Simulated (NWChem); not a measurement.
System: SiH2OClF; SMILES O[SiH](F)Cl

NWChem printed, in part:

```
             Northwest Computational Chemistry Package (NWChem) 7.3.0
             --------------------------------------------------------

 C1  symmetry detected

                             Geometry "geometry" -> ""
                             -------------------------

 Output coordinates in angstroms (scale by  1.889725989 to convert to a.u.)

  No.       Tag          Charge          X              Y              Z
 ---- ---------------- ---------- -------------- -------------- --------------
    1 Si                  14.0000    -0.00258606     0.43283916     0.37588317
    2 O                    8.0000    -1.32163571     1.18102026    -0.23625607
    3 F                    9.0000     1.34620261     1.04206004    -0.26676681
    4 Cl                  17.0000     0.00152594    -1.56360615    -0.09637777
    5 H                    1.0000     0.01106790     0.64053401     1.83102244
    6 H                    1.0000    -1.54354187     1.05431980    -1.16401476

 Effective nuclear repulsion energy (a.u.)     228.2531837810

                                Z-matrix (autoz)
                                --------

 Units are Angstrom for bonds and degrees for angles

      Type          Name      I     J     K     L     M      Value
      ----------- --------  ----- ----- ----- ----- ----- ----------
    1 Stretch                  1     2                       1.63535
    2 Stretch                  1     3                       1.61350
    3 Stretch                  1     4                       2.05155
    4 Stretch                  1     5                       1.46995
    5 Stretch                  2     6                       0.96231
    6 Bend                     1     2     6               119.11989
    7 Bend                     2     1     3               110.63564
    8 Bend                     2     1     4               111.14113
    9 Bend                     2     1     5               108.26390
   10 Bend                     3     1     4               105.90685
   11 Bend                     3     1     5               109.46120
   12 Bend                     4     1     5               111.42964
   13 Torsion                  3     1     2     6          67.48814
   14 Torsion                  4     1     2     6         -49.87449
   15 Torsion                  5     1     2     6        -172.56632

                           NWChem Geometry Optimization
                           ----------------------------

 maximum gradient threshold         (gmax) =   0.000450
 rms gradient threshold             (grms) =   0.000300
 maximum cartesian step threshold   (xmax) =   0.001800
 rms cartesian step threshold       (xrms) =   0.001200
 fixed trust radius                (trust) =   0.300000
 source of zmatrix                         =   autoz

          -------------------
          Energy Minimization
          -------------------

 Using diagonal initial Hessian
 Scaling for Hessian diagonals: bonds = 1.00  angles = 0.25  torsions = 0.10

          --------
          Step   0

                                 NWChem DFT Module
                                 -----------------

 Summary of "ao basis" -> "ao basis" (spherical)
 ------------------------------------------------------------------------------
       Tag                 Description            Shells   Functions and Types
 ---------------- ------------------------------  ------  ---------------------
 Si                          3-21g                   7       13   4s3p
 O                           3-21g                   5        9   3s2p
 F                           3-21g                   5        9   3s2p
 Cl                          3-21g                   7       13   4s3p
 H                           3-21g                   2        2   2s

            General Information
            -------------------
          SCF calculation type: DFT
          Wavefunction type:  closed shell.
          No. of atoms     :     6
          No. of electrons :    50
           Alpha electrons :    25
            Beta electrons :    25
          Charge           :     0
          Spin multiplicity:     1
          Use of symmetry is: off; symmetry adaption is: off
          Maximum number of iterations: 150
          AO basis - number of functions:    48
                     number of shells:    28
          Convergence on energy requested:  1.00D-06
          Convergence on density requested:  1.00D-05
          Convergence on gradient requested:  5.00D-04

              XC Information
              --------------
                         B3LYP Method XC Potential
                     Hartree-Fock (Exact) Exchange  0.200
                        Slater Exchange Functional  0.800 local
                    Becke 1988 Exchange Functional  0.720 non-local
              Lee-Yang-Parr Correlation Functional  0.810
                  VWN I RPA Correlation Functional  0.190 local

             Grid Information
             ----------------
          Grid used for XC integration:  medium
          Radial quadrature: Mura-Knowles
          Angular quadrature: Lebedev.
          Tag              B.-S. Rad. Rad. Pts. Rad. Cut. Ang. Pts.
          ---              ---------- --------- --------- ---------
          Si                  1.10       88           7.0       590
          O                   0.60       49           8.0       434
          F                   0.50       49           8.0       434
          Cl                  1.00       88           8.0       590
          H                   0.35       45           9.0       434
          Grid pruning is: on
          Number of quadrature shells:   364
          Spatial weights used:  Erf1

      Superposition of Atomic Density Guess
      -------------------------------------

 Sum of atomic energies:        -918.83591896

      Non-variational initial energy
      ------------------------------

 Total energy =    -919.679545
 1-e energy   =   -1728.691299
 2-e energy   =     580.758570
 HOMO         =      -0.425974
 LUMO         =       0.099403

   convergence    iter        energy       DeltaE   RMS-Dens  Diis-err
 ---------------- ----- ----------------- --------- --------- ---------
 d= 0,ls=0.0,diis     1   -921.2907529369 -1.15D+03  3.42D-02  8.75D-01
 d= 0,ls=0.0,diis     2   -921.2822744374  8.48D-03  1.70D-02  1.29D+00
 d= 0,ls=0.0,diis     3   -921.3947062303 -1.12D-01  3.27D-03  3.36D-02
 d= 0,ls=0.0,diis     4   -921.3969518047 -2.25D-03  1.32D-03  3.63D-03
 d= 0,ls=0.0,diis     5   -921.3975040342 -5.52D-04  2.40D-04  1.74D-04
  Resetting Diis
 d= 0,ls=0.0,diis     6   -921.3975228798 -1.88D-05  6.85D-05  2.06D-05
 d= 0,ls=0.0,diis     7   -921.3975244742 -1.59D-06  4.10D-05  1.83D-06
 d= 0,ls=0.0,diis     8   -921.3975242928  1.81D-07  2.43D-05  4.19D-06
 d= 0,ls=0.0,diis     9   -921.3975246425 -3.50D-07  3.33D-06  3.06D-08

         Total DFT energy =     -921.397524642514
      One electron energy =    -1729.501525663376
           Coulomb energy =      648.866488922142
    Exchange-Corr. energy =      -69.015671682261
 Nuclear repulsion energy =      228.253183780981

 Numeric. integr. density =       50.000003864552

                       DFT Final Molecular Orbital Analysis
                       ------------------------------------

 Vector   23  Occ=2.000000D+00  E=-3.613527D-01
              MO Center= -6.6D-01,  2.5D-01, -1.5D-01, r^2= 3.2D+00
   Bfn.  Coefficient  Atom+Function         Bfn.  Coefficient  Atom+Function
  ----- ------------  ---------------      ----- ------------  ---------------
    20      0.355367  2 O  px                38      0.331924  4 Cl px
    16      0.300263  2 O  px                42      0.258090  4 Cl px
    21      0.214317  2 O  py                17      0.193759  2 O  py
    29      0.185655  3 F  px                25      0.154984  3 F  px
    34     -0.154578  4 Cl px                22     -0.145680  2 O  pz

 Vector   24  Occ=2.000000D+00  E=-3.430622D-01
              MO Center= -7.5D-02, -1.2D+00,  4.3D-03, r^2= 2.2D+00
   Bfn.  Coefficient  Atom+Function         Bfn.  Coefficient  Atom+Function
  ----- ------------  ---------------      ----- ------------  ---------------
    40      0.563659  4 Cl pz                44      0.464361  4 Cl pz
    36     -0.262264  4 Cl pz                46     -0.185151  5 H  s
    20      0.147265  2 O  px                39     -0.121146  4 Cl py
    16      0.116025  2 O  px                43     -0.108371  4 Cl py
    45     -0.090186  5 H  s                  9     -0.059981  1 Si pz

[...]

      ----------------------
      Optimization converged
      ----------------------

  Step       Energy      Delta E   Gmax     Grms     Xrms     Xmax
  ---- ---------------- -------- -------- -------- -------- --------
@    5    -921.40402055 -8.7D-07  0.00011  0.00005  0.00058  0.00099
                                     ok       ok       ok       ok

                                Z-matrix (autoz)
                                --------

 Units are Angstrom for bonds and degrees for angles

      Type          Name      I     J     K     L     M      Value     Gradient
      ----------- --------  ----- ----- ----- ----- ----- ---------- ----------
    1 Stretch                  1     2                       1.66017    0.00011
    2 Stretch                  1     3                       1.63976   -0.00001
    3 Stretch                  1     4                       2.16681    0.00011
    4 Stretch                  1     5                       1.46634    0.00002
    5 Stretch                  2     6                       0.98527   -0.00005
    6 Bend                     1     2     6               124.38372   -0.00010
    7 Bend                     2     1     3               110.13220    0.00005
    8 Bend                     2     1     4               111.59154   -0.00001
    9 Bend                     2     1     5               108.81436   -0.00000
   10 Bend                     3     1     4               106.47060   -0.00005
   11 Bend                     3     1     5               112.03551   -0.00001
   12 Bend                     4     1     5               107.78751    0.00002
   13 Torsion                  3     1     2     6          66.35078    0.00001
   14 Torsion                  4     1     2     6         -51.67318    0.00005
   15 Torsion                  5     1     2     6        -170.48430    0.00003

                         Geometry "geometry" -> "geometry"
                         ---------------------------------

 Output coordinates in angstroms (scale by  1.889725989 to convert to a.u.)

  No.       Tag          Charge          X              Y              Z
 ---- ---------------- ---------- -------------- -------------- --------------
    1 Si                  14.0000     0.01636945     0.45302181     0.38400496
    2 O                    8.0000    -1.32287459     1.19867445    -0.25364066
    3 F                    9.0000     1.37944279     1.07405492    -0.28319724
    4 Cl                  17.0000     0.03079921    -1.66938050    -0.05220534
    5 H                    1.0000    -0.00371930     0.61060873     1.84170996
    6 H                    1.0000    -1.60898475     1.12018771    -1.19318149

 Effective nuclear repulsion energy (a.u.)     220.9579394203

                Final and change from initial internal coordinates
                --------------------------------------------------

                                Z-matrix (autoz)
                                --------

 Units are Angstrom for bonds and degrees for angles

      Type          Name      I     J     K     L     M      Value       Change
      ----------- --------  ----- ----- ----- ----- ----- ---------- ----------
    1 Stretch                  1     2                       1.66017    0.02482
    2 Stretch                  1     3                       1.63976    0.02626
    3 Stretch                  1     4                       2.16681    0.11527
    4 Stretch                  1     5                       1.46634   -0.00361
    5 Stretch                  2     6                       0.98527    0.02296
    6 Bend                     1     2     6               124.38372    5.26384
    7 Bend                     2     1     3               110.13220   -0.50344
    8 Bend                     2     1     4               111.59154    0.45040
    9 Bend                     2     1     5               108.81436    0.55046
   10 Bend                     3     1     4               106.47060    0.56375
   11 Bend                     3     1     5               112.03551    2.57431
   12 Bend                     4     1     5               107.78751   -3.64214
   13 Torsion                  3     1     2     6          66.35078   -1.13736
   14 Torsion                  4     1     2     6         -51.67318   -1.79868
   15 Torsion                  5     1     2     6        -170.48430    2.08202

[...]

 Rotational Constants
 --------------------
 A=   0.215825 cm-1  (  0.310518 K)
 B=   0.104597 cm-1  (  0.150488 K)
 C=   0.077991 cm-1  (  0.112210 K)

 Temperature                      =   298.15K
 frequency scaling parameter      =   1.0000

 Zero-Point correction to Energy  =   17.154 kcal/mol  (  0.027337 au)
 Thermal correction to Energy     =   20.413 kcal/mol  (  0.032530 au)
 Thermal correction to Enthalpy   =   21.005 kcal/mol  (  0.033474 au)

 Total Entropy                    =   73.938 cal/mol-K
   - Translational                =   39.699 cal/mol-K (mol. weight =  99.9547)
   - Rotational                   =   26.307 cal/mol-K (symmetry #  =        1)
   - Vibrational                  =    7.932 cal/mol-K

 Cv (constant volume heat capacity) =   16.789 cal/mol-K
   - Translational                  =    2.979 cal/mol-K
   - Rotational                     =    2.979 cal/mol-K
   - Vibrational                    =   10.830 cal/mol-K

[normal modes left out]

 ----------------------------------------------------------------------------
 Normal Eigenvalue ||           Projected Infra Red Intensities
  Mode   [cm**-1]  || [atomic units] [(debye/angs)**2] [(KM/mol)] [arbitrary]
 ------ ---------- || -------------- ----------------- ---------- -----------
    1       -0.000 ||    0.000103           0.002         0.100       0.015
    2       -0.000 ||    0.000444           0.010         0.433       0.064
    3        0.000 ||    0.000205           0.005         0.199       0.030
    4        0.000 ||    0.000422           0.010         0.411       0.061
    5        0.000 ||    0.000336           0.008         0.327       0.049
    6        0.000 ||    0.000822           0.019         0.802       0.119
    7      188.431 ||    0.017765           0.410        17.318       2.577
    8      241.560 ||    0.014471           0.334        14.107       2.100
    9      338.253 ||    0.086470           1.995        84.295      12.545
   10      357.182 ||    0.146201           3.373       142.524      21.211
   11      479.413 ||    0.103760           2.394       101.151      15.054
   12      732.827 ||    0.129693           2.992       126.431      18.816
   13      789.500 ||    0.338084           7.800       329.581      49.051
   14      883.210 ||    0.024774           0.572        24.150       3.594
   15      941.613 ||    0.126997           2.930       123.803      18.425
   16     1036.039 ||    0.075070           1.732        73.182      10.892
   17     2381.175 ||    0.092526           2.135        90.199      13.424
   18     3636.113 ||    0.082513           1.904        80.438      11.971
 ----------------------------------------------------------------------------
```

Level: B3LYP/3-21G. 

Which NWChem input produces such a log?

This is not unique; one that fits is the input that was run:
```
start job
memory heap 200 mb stack 900 mb global 1100 mb
geometry units angstroms
  Si    -0.003544     0.457955     0.372475
  O     -1.288771     1.252525    -0.253010
  F      1.373614     1.030697    -0.242978
  Cl    -0.053860    -1.533213    -0.119012
  H     -0.006725     0.651713     1.829596
  H     -1.499636     1.141358    -1.185324
end
basis spherical
  * library 3-21g
end
dft
  xc b3lyp
  iterations 150
end
driver
  maxiter 120
end
task dft optimize
task dft freq
```
